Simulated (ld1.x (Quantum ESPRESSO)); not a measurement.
**Logarithmic derivatives: platinum (Pt), ultrasoft**

```
Element                 : platinum
Generator               : ld1.x (Quantum ESPRESSO) 7.5
Type                    : ultrasoft
Functional              : BP86
Relativity              : scalar-relativistic
Frozen core             : [Kr] 4d10 4f14
Valence charge          : 18
Reference configuration : 5s2 5p6 5d9 6s1 6p0
Partial waves           : 5s (bound): rcut 1.20, rcutus 1.35 bohr; 6s (bound): rcut 1.20, rcutus 1.35 bohr; 5p (bound): rcut 1.45, rcutus 2.00 bohr; 6p (bound, empty): rcut 1.45, rcutus 2.00 bohr; 5d (bound): rcut 1.25, rcutus 1.55 bohr; 5d channel at 0.75 Ry: rcut 1.25, rcutus 1.55 bohr
Local potential         : all-electron potential smoothed inside 1.20 bohr (lloc = -2)
Core correction         : none
Augmentation charge     : built from norm-conserving waves at rcut, not smoothed further
```

The phase is arctan(r·u′/u) with u = r·R(r), unwrapped; energies in Ry, scanned from -9 to 5 Ry. A pole is an energy at which the radial function vanishes at the test radius. The pseudo phase is shifted by a multiple of π to meet the all-electron one at the reference energy, and phase errors are pseudo minus all-electron; the curves can meet again beyond the range given. Levels narrower than the energy grid can be missing from the lists of poles.

Task: For each channel, where are the poles, and over which energies does the pseudopotential scatter like the atom?

Result:

```csv
channel,radius (bohr),reference energy (Ry),"poles, all-electron","poles, pseudo",unbroken range about the reference energy with phases within 0.05 rad,phase error 1 Ry above the reference energy (rad)
s,2.20,-0.43,"-7.45, 3.94","-7.51, -2.02",not even at the reference energy,+0.942
p,2.20,-0.06,-3.95,"-4.00, 4.12",not even at the reference energy,+0.429
d,2.20,-0.46,0.44,0.38,not even at the reference energy,-0.012
```

A Bessel basis up to 400 Ry misses an occupied level by 1.25 Ry, so cutoffs and ghosts were not judged. Its overlap operator is not positive definite in a basis up to 400 Ry (lowest eigenvalue p -0.09), so the file is unfit for use: the generalised eigenproblem breaks down once the basis is large enough, and its test numbers describe a broken file. The potential misses its own reference levels by up to 1.5 eV, so it is not fit for use.

Phases in the d channel:

| E (Ry) | all-electron | pseudo |
| --- | --- | --- |
| -9.00 | 1.417 | 1.417 |
| -8.52 | 1.413 | 1.412 |
| -8.04 | 1.408 | 1.407 |
| -7.56 | 1.402 | 1.402 |
| -7.08 | 1.396 | 1.396 |
| -6.60 | 1.390 | 1.389 |
| -6.12 | 1.382 | 1.381 |
| -5.64 | 1.373 | 1.372 |
| -5.16 | 1.363 | 1.362 |
| -4.68 | 1.351 | 1.350 |
| -4.20 | 1.337 | 1.335 |
| -3.72 | 1.318 | 1.316 |
| -3.24 | 1.295 | 1.292 |
| -2.76 | 1.262 | 1.257 |
| -2.28 | 1.212 | 1.205 |
| -1.80 | 1.125 | 1.110 |
| -1.32 | 0.925 | 0.882 |
| -0.84 | 0.161 | -0.030 |
| -0.36 | -1.128 | -1.199 |
| 0.12 | -1.475 | -1.497 |
| 0.60 | -1.606 | -1.617 |
| 1.08 | -1.683 | -1.691 |
| 1.56 | -1.744 | -1.751 |
| 2.04 | -1.804 | -1.811 |
| 2.52 | -1.872 | -1.882 |
| 3.00 | -1.964 | -1.978 |
| 3.48 | -2.107 | -2.130 |
| 3.96 | -2.366 | -2.412 |
| 4.44 | -2.885 | -2.971 |
| 4.92 | -3.604 | -3.681 |
